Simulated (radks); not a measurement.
Question: Valence configurations of Ag+ (all share [Kr]). All-electron calculation, scalar-relativistic Kohn-Sham, PBE, spin-polarised, spherical densities, finite nucleus; open shells are filled with parallel spins first (spin-orbit coupling, left out, can overturn this in heavy ions); Fermi nuclear charge, rms radius 4.5454 fm. Program: a radial shooting solver on a logarithmic mesh with Libxc functionals. Order these by energy: 4d9 5p1; 4d8 5s1 5p1; 4d9 5s1; 4d9.5 5s0.5; 4d7.5 5s0.5 5p2; 4d8.5 5s1.5; 4d10; 4d6.5 5s0.5 5p3; 4d6.5 5s1.5 5p2; 4d8 5s2.

Answer: From the lowest, in eV above it: 4d10 0.000; 4d9.5 5s0.5 2.296; 4d9 5s1 4.862; 4d8.5 5s1.5 8.360; 4d9 5p1 10.490; 4d8 5s2 12.284; 4d8 5s1 5p1 17.165; 4d7.5 5s0.5 5p2 27.658; 4d6.5 5s1.5 5p2 38.566; 4d6.5 5s0.5 5p3 44.336. NIST lists [Kr] 4d10 as the ground configuration; this level of theory agrees among the configurations tried. The energies are those of spherical high-spin densities, not of single terms.
